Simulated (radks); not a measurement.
Valence configurations of the silicon ion Si3+ (all share [Ne]). Method: scalar-relativistic Kohn-Sham, r2SCAN, spin-unpolarised, spherical densities, finite nucleus; meta-GGA in the generalised Kohn-Sham scheme; Fermi nuclear charge, rms radius 3.1224 fm; computed with a radial shooting solver on a logarithmic mesh with Libxc functionals. Order these by energy: 3s0.5 3p0.5; 3p1; 3s1.

Answer. From the lowest, in eV above it: 3s1 0.000; 3s0.5 3p0.5 4.513; 3p1 8.903. NIST lists [Ne] 3s1 as the ground configuration; this level of theory agrees among the configurations tried. The energies are those of spherical spin-averaged densities, not of single terms.
